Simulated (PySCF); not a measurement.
(E)-3-methoxyprop-2-en-1-amine (C₄H₉NO), SMILES CO/C=C/CN. Geometry optimised at PBE0-D3(BJ)/def2-SVP. One conformer was computed; it need not be the lowest.

Computed equilibrium geometry at PBE0-D3(BJ)/def2-SVP (PySCF confirms it by a frequency run) as bond lengths and angles (one conformer of several):
Atoms: C1 O2 C3 C4 C5 N6 H7 H8 H9 H10 H11 H12 H13 H14 H15. Bond lengths (Å): C1–O2 1.399, C1–H7 1.097, C1–H8 1.105, C1–H9 1.105, O2–C3 1.343, C3–C4 1.341, C3–H10 1.096, C4–C5 1.502, C4–H11 1.095, C5–N6 1.455, C5–H12 1.104, C5–H13 1.104, N6–H14 1.019, N6–H15 1.019. Bond angles (°): O2–C1–H7 107.1, O2–C1–H8 111.5, O2–C1–H9 111.5, H7–C1–H8 109.2, H7–C1–H9 109.2, H8–C1–H9 108.4, C1–O2–C3 117.5, O2–C3–C4 128.5, O2–C3–H10 110.4, C4–C3–H10 121.1, C3–C4–C5 122.4, C3–C4–H11 120.7, C5–C4–H11 116.9, C4–C5–N6 115.7, C4–C5–H12 109.9, C4–C5–H13 109.2, N6–C5–H12 107.5, N6–C5–H13 108.5, H12–C5–H13 105.5, C5–N6–H14 109.2, C5–N6–H15 109.9, H14–N6–H15 105.5.
Charge 0, spin multiplicity 1.
